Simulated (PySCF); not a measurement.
Correlation energy of Co²⁺ (cobalt, charge +2)

[Ar] 3d6 4s1, high-spin 6D determinant (an excited configuration). Calculation: PySCF 2.14, in ANO-RCC-VTZP (6s5p3d2f1g, 59 functions); the spin-free X2C one-electron Hamiltonian (Gaussian nucleus). Frozen: [Ar]; 7 electrons correlated.

```csv
level,correlation energy (mhartree)
CCSD,-126.15
(T),-2.32
CCSD(T),-128.47
```

Diagnostics: T1 = 0.0049, D1 = 0.0084, largest double amplitude 0.034.

Is a single reference adequate?

Yes: T1 lies below 0.03 and no double amplitude reaches 0.07.
